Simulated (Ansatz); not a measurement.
Species: CH₂Br, SMILES `[CH2]Br` (charge 0, multiplicity 2).

Give a relaxed geometry from B3LYP-D3(BJ)/def2-TZVP (Ansatz, a first-principles code).

the end point of this relaxation (outside a Z-matrix the atoms follow the SMILES, hydrogens last).
Bonds (Å): C1–Br2 1.855, C1–H3 1.076, C1–H4 1.076. Bond angles (°): Br2–C1–H3 117.8, Br2–C1–H4 117.8, H3–C1–H4 124.5.
